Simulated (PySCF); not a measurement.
Job for PySCF: D3(BJ) and D4 dispersion corrections on CH4O (SMILES CO).

```python
from pyscf import gto
from pyscf.dispersion import dftd3, dftd4

mol = gto.M(
    atom='''
    C     0.65683229    0.27041643    3.58323182
    O    -0.69177518    0.00226687    3.22935982
    H     1.26678373   -0.63956875    3.60637250
    H     0.64228412    0.69953575    4.58417499
    H     1.12538947    0.99218627    2.90500016
    H    -0.70631986   -0.37616700    2.34484376
    ''',
    basis='def2-svp',
    charge=0, spin=0, verbose=0, max_memory=1800)
d3, d4 = {}, {}
for xc in ['hf', 'pbe', 'blyp', 'revpbe', 'tpss', 'r2scan', 'b3lyp', 'pbe0', 'bhlyp', 'camb3lyp', 'b2plyp']:
    d3[xc] = float(dftd3.DFTD3Dispersion(mol, xc=xc, version='d3bj', atm=False).get_dispersion()['energy'])
    print(f'D3(BJ) {xc:10s} {d3[xc]:14.8f} Eh')
for xc in ['hf', 'pbe', 'blyp', 'revpbe', 'tpss', 'r2scan', 'b3lyp', 'pbe0', 'bhlyp', 'camb3lyp', 'b2plyp']:
    d4[xc] = float(dftd4.DFTD4Dispersion(mol, xc={'camb3lyp': 'cam-b3lyp'}.get(xc, xc), atm=True).get_dispersion()['energy'])
    print(f'D4     {xc:10s} {d4[xc]:14.8f} Eh')
```

It printed:

```
D3(BJ) hf            -0.01966766 Eh
D3(BJ) pbe           -0.00189788 Eh
D3(BJ) blyp          -0.00387093 Eh
D3(BJ) revpbe        -0.00538635 Eh
D3(BJ) tpss          -0.00226502 Eh
D3(BJ) r2scan        -0.00046301 Eh
D3(BJ) b3lyp         -0.00310427 Eh
D3(BJ) pbe0          -0.00150409 Eh
D3(BJ) bhlyp         -0.00226448 Eh
D3(BJ) camb3lyp      -0.00119730 Eh
D3(BJ) b2plyp        -0.00130681 Eh
D4     hf            -0.00705764 Eh
D4     pbe           -0.00152570 Eh
D4     blyp          -0.00362942 Eh
D4     revpbe        -0.00661373 Eh
D4     tpss          -0.00208047 Eh
D4     r2scan        -0.00036124 Eh
D4     b3lyp         -0.00243782 Eh
D4     pbe0          -0.00123321 Eh
D4     bhlyp         -0.00151675 Eh
D4     camb3lyp      -0.00119365 Eh
D4     b2plyp        -0.00104720 Eh
```

The run finished.

Cost: about 0.05 core-seconds (a rough figure).
